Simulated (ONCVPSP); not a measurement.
**Configuration tests for La (Z = 57) (ONCV)**

| Quantity | Value |
| --- | --- |
| Element | La (Z = 57) |
| Generator | ONCVPSP 4.0.1 |
| Type | optimised norm-conserving Vanderbilt (ONCV) |
| Functional | PBE |
| Relativity | fully relativistic |
| Frozen core | [Kr] 4d10 |
| Valence charge | 11 |
| Reference configuration | 5s2 5p6 5d1 6s1 (charge +1) |
| Partial waves | 5s+6s: rc 2.64 bohr, ncon 3, nbas 7, qcut 5 1/bohr, 2 projectors; 5p: rc 1.96 bohr, ncon 4, nbas 7, qcut 4.7 1/bohr, 1 projector; 5d: rc 3.88 bohr, ncon 5, nbas 10, qcut 4.3 1/bohr, 2 projectors, debl 3.6 Ha; f scattering state at 0.03 Ha: rc 3.98 bohr, ncon 3, nbas 6, qcut 2.9 1/bohr, 2 projectors, debl 0.4 Ha |
| Local potential | polynomial inside 1.86 bohr (lpopt 4, dvloc0 4 Ha) |
| Core correction | Teter function, fcfact 3.75, rcfact 1 |

Open shells are filled in proportion to 2j + 1.

In the f channel the program set the typed energies aside and used -0.369, 0.031 Ha (j = l + 1/2; the other j can differ).

Energies are relative to the spin-unpolarised reference configuration 5s2 5p6 5d1 6s1; without spin polarisation the order of configurations can differ from experiment.

**Question.** Give the all-electron excitation energy and the error of the potential for: 5s2 5p6 5d1 6s2; 5s2 5p6 5d1 6s0; 5s2 5p6 5d0 6s0; 5s2 5p6 5d1 6s0 6p2.

**Answer.**

| valence configuration | charge | ΔE all-electron (eV) | error AE − PS (meV) |
| --- | --- | --- | --- |
| 5s2 5p6 5d1 6s2 | 0 | -5.966 | -2.2 |
| 5s2 5p6 5d1 6s0 | +2 | 10.886 | -4.8 |
| 5s2 5p6 5d0 6s0 | +3 | 29.824 | +17 |
| 5s2 5p6 5d1 6s0 6p2 | 0 | -1.136 | +24 |

These tests converged, but a pseudo level misses the all-electron one widely, so the file describes the atom poorly there or has found another state: 5s2 5p6 5d1 6s0 6p2: empty 6s by 8.7 eV.
